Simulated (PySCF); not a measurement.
Isomers of C3H4O. All species are isolated molecules in the gas phase. One relaxed conformer stands for each flexible species; it need not be the lowest. Strings in code marks are SMILES.

Method: B3LYP-D3(BJ)/def2-TZVP // M06-2X/def2-TZVP (PySCF). All candidates: neutral, multiplicity 1. B3LYP has the VWN-RPA correlation part, as in Gaussian. Delta-SCF ions had no search for a lower state. Excitations are Tamm–Dancoff values on a coarser integration grid. The basis has no diffuse functions, so Rydberg states are missing or too high.

| Property | Result |
|---|---|
| HOMO–LUMO gap | 5.33 eV |
| T1 excitation (TDA) | 3.27 eV |
| vertical ionisation energy (Delta-SCF) | 9.02 eV |

### Question
Say which member has these values.
A. `CC1=CO1`
B. `C=C=CO`
C. `OC1=CC1` (H–O–C–C torsion 180°)
D. `CC=C=O`

### Answer
D, `CC=C=O`. The others give `C=C=CO`: 5.88 eV, 4.06 eV, 8.96 eV; `CC1=CO1`: 5.08 eV, 2.73 eV, 8.00 eV; `OC1=CC1` (H–O–C–C torsion 180°): 6.78 eV, 4.57 eV, 8.93 eV
